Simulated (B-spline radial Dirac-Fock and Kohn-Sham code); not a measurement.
## Cross section and asymmetry of the 2p3/2 subshell of Si⁴⁺

System: the Si⁴⁺ ion, configuration [He] 2s2 2p6. The computed 2p3/2 threshold is 165.2 eV; without correlation, outer thresholds are uncertain by 1 to 2 eV.

Model: Dirac-Hartree-Slater photoionisation with all multipoles and Dirac-Fock thresholds. Program: a B-spline atomic structure program. Interchannel coupling and autoionising resonances are not included, so magnitudes near threshold are approximate.

```
kinetic energy (eV)  σ (Mb)     β
                1.5    2.57  0.97
                2.3    2.55  0.99
                3.7    2.53  1.03
                5.7    2.49  1.07
                9.0    2.42  1.12
               14.0    2.33  1.18
               21.9    2.18  1.24
               34.2    1.96  1.32
               53.5    1.66  1.39
               83.7    1.27  1.45
              130.9   0.854  1.48
              204.6   0.482  1.49
              319.9   0.226  1.46
```

The cross section shows no minimum in this range. It is largest at the lowest energy, 2.57 Mb. β ranges from 0.97 (at 1.5 eV) to 1.49.
